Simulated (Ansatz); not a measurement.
Consider the formal exchange of groups at a C–Sn bond: `C#[C][SnH3]` + GeH₄ → `C#[C][GeH3]` + `[SnH4]`.

Calculated with Ansatz (gas phase, PBE0-D4/def2-TZVP geometries, no zero-point term in ΔE). CCSD(T)/CBS adds triple-zeta CCSD(T) − MP2 to the extrapolated MP2 energy (def2 sets, frozen cores). Functionals use def2-TZVPP. Elements past krypton have def2 core potentials. For Ge, Sn outer-core shells are correlated without core-valence functions, which leaves a few kJ/mol of doubt a bond. Scalar relativity is left out up to krypton.

`C#[C][SnH3]`:

```xyz
7

C     0.346   -1.720    1.197
C     0.149   -0.744    0.517
Sn   -0.190    0.942   -0.656
H     0.520   -2.584    1.798
H    -1.244    0.503   -1.916
H    -0.889    2.138    0.331
H     1.307    1.464   -1.272
```

GeH₄:

Z-matrix (Å, degrees):
```
Ge
H 1 1.534
H 1 1.534 2 109.5
H 1 1.534 2 109.5 3 -120.0
H 1 1.534 2 109.5 3 120.0
```

`C#[C][GeH3]`:

Cartesian coordinates in Å:
```
C -1.907 -0.243 0.565
C -0.760 -0.097 0.225
Ge 1.047 0.133 -0.310
H -2.922 -0.371 0.865
H 1.910 0.319 0.943
H 1.493 -1.114 -1.082
H 1.139 1.373 -1.207
```

`[SnH4]`:

Z-matrix (Å, degrees):
```
Sn
H 1 1.704
H 1 1.704 2 109.5
H 1 1.704 2 109.5 3 -120.0
H 1 1.704 2 109.5 3 120.0
```

| level | ΔE (eV) |
| --- | --- |
| r2SCANh-D4 | -0.02 |
| r2SCAN0-D4 | -0.02 |
| PBE | -0.02 |
| PBE0 | -0.02 |
| CAM-B3LYP | -0.01 |
| CCSD(T)/def2-SVP | -0.01 |
| HF/CBS(def2) | 0.01 |
| CCSD/CBS(def2) | 0.03 |

**Question.** What does CCSD(T)/CBS give? (Best estimate.)

**Answer.** Ansatz gave: +0.03 eV. The listed levels differ from it by -0.05, -0.05, -0.05, -0.05, -0.04, -0.04, -0.02, 0.00 eV.

Largest T1 diagnostic among the species: 0.014.

At CCSD(T), def2-SVP lies −0.04 eV from the extrapolated value and def2-TZVPP −0.03 eV. Leaving LDA and LC-ωPBE aside and taking each functional with its dispersion term where it has one, the values, not all of them listed here, spread over 0.03 eV, from B97M-V to B2PLYP. LDA lies −0.04 eV from PBE without D4.
